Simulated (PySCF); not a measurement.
C4H10Si2. Atoms are numbered in the order given.

```xyz
16

C     -1.6660     0.5672     1.8394
C     -1.2571     0.2207     0.6172
C     -1.8210     0.6260    -0.7526
C     -0.7576    -0.0017    -1.7184
Si     0.1417    -0.7538    -0.2007
Si     2.3109     0.0228     0.2597
H     -1.1540     0.2107     2.7390
H     -2.5322     1.2227     1.9974
H     -2.8238     0.1940    -0.9143
H     -1.9204     1.7193    -0.8658
H     -0.1753     0.7498    -2.2719
H     -1.1740    -0.7127    -2.4465
H      0.0857    -2.2440    -0.0709
H      2.6747    -0.2484     1.6835
H      2.3625     1.4980     0.0298
H      3.3298    -0.6287    -0.6191
```
Charge 0, spin multiplicity 1.

Geometry: B3LYP-D3(BJ)/def2-SVP. The geometry has at least one imaginary mode, so it is a saddle point at that level. The structure was generated by enumeration; whether it is a known compound was not checked.

All values below come from B3LYP-D3(BJ)/def2-SVP (PySCF 2.14.0).

Frequencies are harmonic and unscaled.

Computed harmonic wavenumbers and intensities:
| mode | ν (cm⁻¹) | IR (km/mol) | moving atoms (share of kinetic energy) |
|---|---|---|---|
| 1 | 39i | 0.1 | C 47 %, H 45 % |
| 2 | 80 | 0.4 | Si 41 %, H 30 %, C 29 % |
| 3 | 97 | 0.0 | H 88 % |
| 4 | 129 | 1.3 | Si 36 %, H 35 %, C 29 % |
| 5 | 301 | 2.2 | C 46 %, H 34 %, Si 20 % |
| 6 | 334 | 9.4 | C 56 %, H 35 %, Si 9 % |
| 7 | 387 | 5.4 | Si 57 %, H 26 %, C 17 % |
| 8 | 472 | 17.8 | H 85 %, Si 14 % |
| 9 | 507 | 9.5 | H 71 %, C 17 %, Si 12 % |
| 10 | 524 | 12.8 | Si 40 %, C 40 %, H 20 % |
| 11 | 599 | 3.4 | H 62 %, C 26 %, Si 12 % |
| 12 | 634 | 6.6 | H 53 %, C 26 %, Si 21 % |
| 13 | 658 | 5.0 | H 80 %, C 12 % |
| 14 | 720 | 3.3 | C 54 %, H 32 %, Si 14 % |
| 15 | 749 | 101.7 | H 77 %, Si 12 %, C 10 % |
| 16 | 771 | 135.8 | H 79 %, C 11 %, Si 10 % |
| 17 | 866 | 220.6 | H 79 %, C 16 % |
| 18 | 883 | 25.2 | C 53 %, H 46 % |
| 19 | 901 | 15.5 | H 76 %, C 15 %, Si 8 % |
| 20 | 942 | 20.7 | H 75 %, C 25 % |
| 21 | 943 | 46.2 | H 96 % |
| 22 | 946 | 36.4 | H 94 % |
| 23 | 951 | 4.1 | C 68 %, H 32 % |
| 24 | 1082 | 1.8 | H 80 %, C 20 % |
| 25 | 1108 | 3.1 | H 64 %, C 36 % |
| 26 | 1168 | 4.0 | C 59 %, H 41 % |
| 27 | 1215 | 1.2 | H 88 %, C 12 % |
| 28 | 1255 | 3.1 | H 70 %, C 30 % |
| 29 | 1418 | 5.5 | H 91 %, C 9 % |
| 30 | 1419 | 1.8 | H 88 %, C 12 % |
| 31 | 1438 | 3.6 | H 90 %, C 10 % |
| 32 | 1719 | 0.6 | C 92 % |
| 33 | 2182 | 101.8 | H 97 % |
| 34 | 2199 | 85.2 | H 99 % |
| 35 | 2207 | 94.6 | H 96 % |
| 36 | 2211 | 115.9 | H 96 % |
| 37 | 3024 | 28.4 | H 95 % |
| 38 | 3072 | 10.8 | H 92 %, C 8 % |
| 39 | 3075 | 14.6 | H 93 % |
| 40 | 3104 | 19.9 | H 94 % |
| 41 | 3130 | 7.4 | H 90 %, C 10 % |
| 42 | 3198 | 7.6 | H 90 %, C 10 % |
